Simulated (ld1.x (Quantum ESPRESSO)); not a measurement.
# Before and after: TM semilocal potential for Ne (Z = 10)

ld1.x (Quantum ESPRESSO) 7.5 input, shortened:

```
&input
   title='Ne', zed=10., rel=1, dft='PBE', iswitch=3,
   config='[He] 2s2 2p5'
 /
 &inputp
   pseudotype=1, tm=.true., lloc=1,
   nlcc=.false.
 /
2
2S  1  0   2.00   0.00  0.55  0.55  0.0
2P  2  1   5.00   0.00  0.90  0.90  0.0
 &test
   configts(1)='2s2 2p5'
 /
```

Change: wave 2s (bound): rc 0.55 bohr becomes 2s (bound): rc 0.84 bohr.

Cutoffs: the cutoffs (Ry, on a coarse ladder) from which the occupation-weighted sum of valence levels, in a spherical-Bessel basis at the reference potential, stays within 10 and 1 mRy of its value at 400 Ry; they do not see the model core or the augmentation charge, which bear on the density cutoff. Errors are all-electron minus pseudo energies relative to the spin-unpolarised reference configuration.

Task: Predict the effect on cutoff, ghosts and configuration errors.

Result: Of the 6 tests that both files solve, the error grows in 5 and shrinks in 1 by more than 15 % and 0.3 meV (median size 10.4 → 18.9 meV); neither file shows a bound ghost. A semilocal file is local in each channel, so a ghost entry of none says nothing of the separable form that plane-wave codes build from it.

| quantity | base | changed |
| --- | --- | --- |
| cutoff, loose | 260 Ry | 180 Ry |
| cutoff, tight | over 300 Ry | 300 Ry |
| loose cutoff by channel (10 mRy a level) | s 120 Ry, p 140 Ry | s 90 Ry, p 140 Ry |
| bound ghosts | none | none |
| error for 2s2 2p6, meV [ΔE -22.48 eV] | -2.1 | +0.2 |
| error for 2s2 2p4, meV [ΔE 43.27 eV] | +0.5 | +6.7 |
| error for 2s2 2p3, meV [ΔE 110.70 eV] | +56 | +92 |
| error for 2s1 2p6, meV [ΔE 23.41 eV] | +19 | +31 |
| error for 2s2 2p5.5, meV [ΔE -13.61 eV] | +0.3 | +1.1 |
| error for 2s2 2p2, meV [ΔE 205.33 eV] | +312 | +422 |
| s: phases at 1.00 bohr within 0.05 rad from the reference energy up to (Ry; the scan ends near 5) | to the end of the scan | to the end of the scan |
| p: phases at 1.00 bohr within 0.05 rad from the reference energy up to (Ry; the scan ends near 5) | to the end of the scan | to the end of the scan |
